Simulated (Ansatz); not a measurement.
Relaxation of CH6ClNOSi (11 atoms, charge 0, multiplicity 1), to a largest force component of 0.02 eV/Å in at most 40 steps.

All numbers below come from Ansatz, RKS PBE/cc-pVDZ.

```xyz
11
Properties=species:S:1:pos:R:3
Si 0.000 0.000 0.000
N 0.000 0.000 1.820
H -0.877 -0.271 2.350
H 0.877 0.271 2.350
C 1.763 0.000 -0.623
H 2.111 -1.046 -0.751
H 1.812 0.528 -1.598
H 2.415 0.519 0.111
O -0.791 1.371 -0.559
H -1.749 1.140 -0.782
Cl -1.003 -1.738 -0.709
```

Q: Where does it end, and by what steps?

A: The run converged. After 23 steps the energy has fallen by 0.383 eV; H4 moved furthest, 0.93 Å.

```
step  energy less start (eV)  largest force component (eV/Å)  accepted
   0                  0.0000                           2.327       yes
   1                 -0.2230                           1.221       yes
   2                 -0.2730                           0.204       yes
   3                 -0.2788                           0.087       yes
   4                 -0.2885                           0.100       yes
   5                 -0.2391                           1.159        no
   6                 -0.3058                           0.427       yes
   7                 -0.3147                           0.487       yes
   8                 -0.3218                           0.560       yes
   9                 -0.3245                           0.675       yes
  10                 -0.3322                           0.219       yes
  11                 -0.3408                           0.104       yes
  12                 -0.3414                           0.841       yes
  13                 -0.3469                           0.701       yes
  14                 -0.2129                           2.081        no
  15                 -0.3614                           0.217       yes
  16                 -0.3696                           0.156       yes
  17                 -0.3783                           0.158       yes
  18                 -0.2662                           2.333        no
  19                 -0.3822                           0.028       yes
  20                 -0.3823                           0.108       yes
  21                 -0.3831                           0.094       yes
  22                 -0.3831                           0.075       yes
  23                 -0.3833                           0.016       yes
```

```xyz
11
Properties=species:S:1:pos:R:3
Si 0.010 0.051 0.116
N 0.099 0.060 1.851
H -0.801 0.055 2.345
H 0.718 -0.638 2.279
C 1.734 0.072 -0.617
H 2.321 -0.801 -0.268
H 1.685 0.029 -1.723
H 2.262 0.999 -0.317
O -0.952 1.386 -0.284
H -1.527 1.202 -1.049
Cl -0.991 -1.643 -0.724
```

Whether the end is a true minimum wasn't checked by a vibrational analysis.

The run took 54 s on 2 threads of Intel(R) Xeon(R) Platinum 8488C (Sapphire Rapids), on a shared host, peak memory 0.2 GiB.
